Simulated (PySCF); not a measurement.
Species: C6H7ClF2.
Cartesian coordinates in Å at the GFN2-xTB level; atoms count from 1:
```
atom  x, y, z in Å
F1     2.185    1.129    0.878
C2     2.408   -0.056    0.256
Cl3    3.098    0.315   -1.374
C4     1.169   -0.865    0.100
C5    -0.047   -0.345    0.053
C6    -0.595    1.052    0.115
C7    -1.966    0.484   -0.285
F8    -2.984    0.783    0.584
C9    -1.412   -0.944   -0.145
H10    3.194   -0.577    0.813
H11    1.327   -1.926   -0.017
H12   -0.593    1.472    1.119
H13   -0.148    1.773   -0.566
H14   -2.316    0.757   -1.283
H15   -1.795   -1.445    0.743
H16   -1.532   -1.600   -1.004
```

Computed at PBE0/pcSseg-1 (PySCF, non-relativistic), with Q(35Cl) = −0.0817 b: Cl3, 35Cl (I = 3/2): χzz = -73.02 MHz, η = 0.083.

Q: Where would the pure quadrupole (NQR) lines of 35Cl at Cl3 fall for the rigid, isolated species?

A: From ν = (|χ|/2)√(1 + η²/3): ν = 36.55 MHz (chlorine on a fluorinated carbon). For 37Cl the ratio of quadrupole moments, 0.7881, gives 28.81 MHz.

Q: Apply the simplest Townes–Dailey estimate (no s hybridisation, no π bonding), ionic character = 1 − χzz/χ0, where χ0 is the coupling for one missing p electron along the bond: −109.74 MHz for 35Cl.

A: Cl3 on C2: 1 − (-73.02)/(-109.74) = 0.33. In this model a purely covalent bond gives χ0 and a free halide ion gives zero; s hybridisation or π bonding, where present, is counted here as ionic character.

In a crystal, neighbours and librations shift these lines. GFN2-xTB bond lengths can be off by several hundredths of an ångström, more for odd bonds, and the gradients follow them. These gradients aren't converged with respect to the basis.

One conformer stands for the species.
